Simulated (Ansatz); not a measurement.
Reaction (atomization): `CN(C)[Si](Br)(Br)N(C)C` → 2 Br• + 4 C• + 12 H• + 2 N• + Si•

Computed with Ansatz on PBE0-D4/def2-TZVP structures; ΔE is electronic, products minus reactants. CCSD(T)/CBS is the MP2 limit (def2-TZVPP, def2-QZVPP) plus CCSD(T) − MP2 in def2-TZVPP, frozen cores. This one scheme is used for every species, atoms too. Functionals use def2-TZVPP. HSE06 is defined as in plane-wave codes. Open shells (•) are unrestricted, without spin–orbit coupling. Spin–orbit coupling would lower the free atoms: a little for C, Si; clearly for Br. Bonds to Br are less sure, by a few kJ/mol each and by 10 to 20 or more in all where they break to atoms, as the def2 sets lack core-valence functions. Scalar relativity is left out up to krypton. Each species was taken in one conformer, which may not be the lowest.

```json
{"level": "LDA (SPW92)", "ΔE (kJ/mol)": "8981.9", "difference from CCSD(T)/CBS": "1117.5"}
{"level": "PBE0-D4", "ΔE (kJ/mol)": "7895.5", "difference from CCSD(T)/CBS": "31.1"}
{"level": "HSE06-D4", "ΔE (kJ/mol)": "7900.2", "difference from CCSD(T)/CBS": "35.8"}
{"level": "BHLYP-D4", "ΔE (kJ/mol)": "7661.6", "difference from CCSD(T)/CBS": "-202.8"}
{"level": "PBE", "ΔE (kJ/mol)": "7938.4", "difference from CCSD(T)/CBS": "74.0"}
{"level": "r2SCAN0", "ΔE (kJ/mol)": "7742.2", "difference from CCSD(T)/CBS": "-122.2"}
{"level": "LC-ωPBE", "ΔE (kJ/mol)": "7807.4", "difference from CCSD(T)/CBS": "-57.0"}
{"level": "MP2/def2-TZVPP", "ΔE (kJ/mol)": "7764.8", "difference from CCSD(T)/CBS": "-99.6"}
{"level": "CCSD/def2-TZVPP", "ΔE (kJ/mol)": "7523.4", "difference from CCSD(T)/CBS": "-341.0"}
{"level": "HF/CBS(def2)", "ΔE (kJ/mol)": "5682.0", "difference from CCSD(T)/CBS": "-2182.4"}
{"level": "CCSD(T)/CBS", "ΔE (kJ/mol)": "7864.4", "difference from CCSD(T)/CBS": "0"}
```

Largest T1 diagnostic among the species: 0.012.

From BLYP to BHLYP (50 % exact exchange), in def2-TZVPP and without D4, ΔE moves by −107.9 kJ/mol: exact exchange takes away binding that semilocal exchange gives to molecules. Leaving LDA and LC-ωPBE aside and taking each functional with its dispersion term where it has one, the values, not all of them listed here, spread over 347.9 kJ/mol, from BHLYP-D4 to PBE-D4. LDA lies +1043.5 kJ/mol from PBE without D4, its usual overbinding.

For atomizations the MP2-based limit and the directly extrapolated one differ by several kJ/mol either way, and by 10 to 25 for some Ge, Se and Sn compounds, so smaller differences from it don't rank the levels.
